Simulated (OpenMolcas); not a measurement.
Tm2+ with 8 ligands (fluoride) in square antiprismatic coordination (D4d), a polar angle of 55.6° against the regular 57.3°. A charge of +0.75 e stands 2.4 Å behind each ligand. Ligand basis ANO-RCC-VDZP.

```yaml
Program: OpenMolcas 26.06
Method: "SS-CASPT2, IPEA 0.25 Eh, imaginary shift 0.1 Eh (closed shells correlated: 5s 5p and the ligand valence shells)"
Basis: ANO-RCC-VDZP [7s6p4d2f1g]
Scalar_Hamiltonian: DKH2, point nucleus
Active_space: 13 electrons in 7 orbitals (4f)
State_averaging: 2S+1 = 2 odd, 7 roots
Spin-orbit_coupling: state interaction with AMFI integrals over the reference wave functions
```

All ligands move together. At R = 2.36 Å the width of the lowest J multiplet is 289 cm-1, and at R = 2.47 Å it is 226 cm-1.

A third run gives 158 cm-1. What distance was it run at?

With a power law R^-n the two known points give n = -ln(226 / 289) / ln(2.47 / 2.36) = 5.40. Then R = 2.36 × (289 / 158)^(1/5.40) = 2.639 Å. The run was at 2.6 Å, so the estimate is off by +0.039 Å.

Over all roots computed the reference weight is 0.62 in R = 2.36, 0.62 in R = 2.47, 0.62 in R = 2.6; a low but even weight reflects the number of correlated electrons. Splittings of an f shell from a small cluster at a set distance can be off by tens of per cent, mostly too small. No measured value stands beside these numbers; the geometry was imposed, not optimised, and the real ion may take another.
